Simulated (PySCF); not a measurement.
**Br: ionisation energy**

Br [Ar] 3d10 4s2 4p5 (2P) → Br⁺ [Ar] 3d10 4s2 4p4 (3P), as a difference of total energies. All numbers are calculated (PySCF 2.14, the spin-free X2C one-electron Hamiltonian (Gaussian nucleus), in cc-pVDZ-DK (5s4p2d, 27 functions)). Correlated levels: valence: [Ar] 3d10 frozen. The calculations carry no spin-orbit coupling.

| method | ionisation energy (eV) | error (eV) |
| --- | --- | --- |
| UHF | 10.759 | -1.085 |
| B3LYP | 11.887 | +0.043 |
| LDA | 12.037 | +0.193 |
| MP2 (valence) | 11.316 | -0.528 |
| SCS-MP2 (valence) | 11.292 | -0.552 |
| CCSD (valence) | 11.279 | -0.565 |
| CCSD(T) (valence) | 11.280 | -0.564 |

Reference: 11.844 eV (measured; NIST levels, between the centres of gravity of the two terms).

Errors of the correlated levels include the incompleteness of this basis and the frozen core.
